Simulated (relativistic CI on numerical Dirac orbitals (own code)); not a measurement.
**Cd³³⁺: sensitivity of the levels to the model**

Base calculation: Dirac-Coulomb-Breit CI, orbitals from a KLI potential per configuration, model QED, unscaled Slater integrals.

Configuration list (outside the closed core [Ne]): 3s²3p³, 3s3p⁴, 3s²3p²3d, 3p⁵, 3s3p³3d, 3p⁴3d, 3s3p²3d², 3s²3p3d4p, 3p⁴4s, 3s3p²3d4s, 3p⁴4p, 3s²3p²4s, 3s²3p3d², 3s²3d³, 3s3p3d³, 3s²3d²4s, 3p³3d², 3p²3d³, 3p²3d²4s, 3s²3p3d4s, 3s3p3d²4s, 3s²3d4s², 3s3p²3d4p, 3s3p3d²4p, 3p²3d²4p, 3s3p3d4s4p. Double excitations out of closed p, d and f shells are left out; levels of such configurations are missing from the list, as are those of other unlisted configurations, and high levels can miss mixing partners.

The lowest level and the first level of each name with at least 55 % of one term (blank where a level has no safe partner in the second run):

```
         Level  Base (cm⁻¹)  Shift (cm⁻¹)
 3s²3p³ ²P°3/2            0             0
 3s²3p³ ²D°5/2       369510            +8
 3s²3p³ ²P°1/2       439181           +19
   3s3p⁴ ⁴P5/2      1001474         +1926
3s²3p²3d ⁴D1/2      1362464         +2060
3s²3p²3d ²P1/2      1734173         +2027
3s3p³3d ⁶D°3/2      2040287         +3784
3s3p³3d ⁶D°1/2      2040366         +3787
3s3p³3d ⁶D°9/2      2113446         +3791
3s3p³3d ⁴F°7/2      2369041         +3747
```

At this charge energies of transitions that change n are usually good to better than 1 %, and those within a shell (Δn = 0) to a few per cent.

Problem. One thing was changed in a second run, which moved the levels as shown. Which?
A. QED terms removed
B. P86 correlation estimate
C. configuration mixing switched off
D. Breit term removed
E. one mean potential for all configurations

Solution. B. P86 correlation estimate. A correlation estimate moves all levels of a configuration together before mixing; mixed levels move by a weighted share.

LS names give the leading component of a level, which can be under half, so a name can repeat, a term be missing and a line seem to break the LS rules.
